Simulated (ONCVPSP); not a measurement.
# Ru (Z = 44): ONCV pseudisation with PBE, fully relativistic reference atom.

ruthenium (Ru), optimised norm-conserving Vanderbilt (ONCV), made with ONCVPSP 4.0.1 (PBE, fully relativistic). Core [Kr], reference 4d7 5s0.75 5p0.25. Waves: 5s: rc 2.05 bohr, ncon 5, nbas 10, qcut 3.5 1/bohr, 2 projectors, debl 0.4 Ha; 5p: rc 2.75 bohr, ncon 5, nbas 9, qcut 3.4 1/bohr, 1 projector; 4d: rc 2.30 bohr, ncon 4, nbas 9, qcut 7.3 1/bohr, 3 projectors, debl 3.3 Ha. Local part: polynomial inside 1.95 bohr (lpopt 5, dvloc0 -1 Ha). Core correction: polynomial model core, fcfact 0.35.

Open shells are filled in proportion to 2j + 1.

All-electron outer shells of the reference configuration (PBE, scalar-relativistic, ld1.x):

| shell | level (eV) | outermost node (bohr) | outermost maximum (bohr) |
| --- | --- | --- | --- |
| 4s | -76.81 | 0.48 | 0.92 |
| 4p | -46.86 | 0.49 | 0.98 |
| 4d | -5.63 | 0.48 | 1.21 |
| 5s | -4.54 | 1.24 | 2.73 |
| 5p | -1.16 | 1.41 | 3.92 |

**Question.** Is a potential produced?

**Answer.** No. ONCVPSP 4.0.1 stopped with "optimize: ERROR ps0norm > uunorm, code will stop": the continuity conditions at rc already need more norm inside rc than the all-electron wave has, so norm conservation cannot be met. It happened in the s channel.
